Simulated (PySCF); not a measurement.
Dipole moment and polarisability of `CC[C@H]1C[Si@@H](F)C1`

C5H11FSi.
Geometry (GFN2-xTB, Å), atoms numbered from 1 in this order:
```
atom  x, y, z in Å
C1     2.3510    0.1595   -0.5137
C2     1.2752    0.0156    0.5570
C3    -0.0910    0.4799    0.0717
C4    -0.7294   -0.4137   -1.0223
Si5   -2.3908   -0.4162   -0.0974
F6    -2.9485   -1.8773    0.3235
C7    -1.2047    0.3974    1.1467
H8     2.0952   -0.4219   -1.3962
H9     2.4563    1.2012   -0.8100
H10    3.3110   -0.1900   -0.1404
H11    1.5579    0.6053    1.4333
H12    1.2083   -1.0299    0.8684
H13   -0.0095    1.5065   -0.2934
H14   -0.2560   -1.3941   -1.0629
H15   -0.6827    0.0109   -2.0217
H16   -3.5641    0.2704   -0.6018
H17   -1.4694    1.3593    1.5783
H18   -0.9175   -0.2566    1.9691
```

Level: CAM-B3LYP/def2-SVPD (PySCF), static field, nuclei fixed, core orbitals frozen in the response. The polarisability tensor in these axes (au):

```
x   97.17  3.18 -0.39
y    3.18 71.39  1.82
z   -0.39  1.82 76.38
```

Give the principal values, the mean and the anisotropy Δα = √{½[(α1 − α2)² + (α2 − α3)² + (α1 − α3)²]}.

Principal values 70.42, 76.95 and 97.56 au; mean 81.65 au = 12.10 Å³ = 13.46 × 10⁻⁴⁰ C²·m²/J; Δα = 24.53 au (30 % of the mean).

What is the dipole moment, and where does it point?

(1.02, 1.56, -0.35) D, 1.89 D in size, pointing from the negative to the positive side. Measured along this direction, the outermost atoms are F6 at the negative end and H9 at the positive end.

Find the Langevin capture rate constant for H3O+ (19.018 u) meeting this molecule (118.061 u), k = 2.342 × 10⁻⁹ cm³/s × √(α in Å³ / reduced mass in u).

The reduced mass is 16.38 u, so k = 2.01 × 10⁻⁹ cm³/s. The formula leaves out the permanent dipole, which adds to the capture rate.

Refractivity n − 1 of an ideal gas of it at 400 K and 1 atm, from the electronic α?

N = p/kT = 1.8347 × 10¹⁹ cm⁻³, so n − 1 = 2π × N × 12.10 × 10⁻²⁴ cm³ = 1395 × 10⁻⁶ at long wavelengths, for an ideal gas.

Traceless (Buckingham) quadrupole moment about the centre of nuclear charge: eigenvalues?

-7.51, 2.92, 4.59 D·Å. The values depend on the origin, since the dipole doesn't vanish. The electronic extent ⟨r²⟩ about the same centre is 1187 bohr², a root-mean-square distance of 2.28 Å for the 64 electrons.

Sum over states: ᾱ = Σ f/ω², ω in Eh. What share falls to these 8 lowest TDDFT singlets (eV, f)? 7.21, 0.0006; 7.53, 0.0046; 7.75, 0.0231; 7.84, 0.0963; 7.91, 0.0096; 8.07, 0.0182; 8.46, 0.0024; 8.63, 0.0372.

They add up to 2.23 au, 2.7 % of the 81.65 au; the largest single term is 1.16 au, from the state at 7.84 eV. Terms in order: 0.01, 0.06, 0.28, 1.16, 0.11, 0.21, 0.02, 0.37 au. Higher excitations give the rest. The strengths listed sum to 0.192.

The structure is a single GFN2-xTB conformer in the gas phase; no vibrational or solvent corrections.
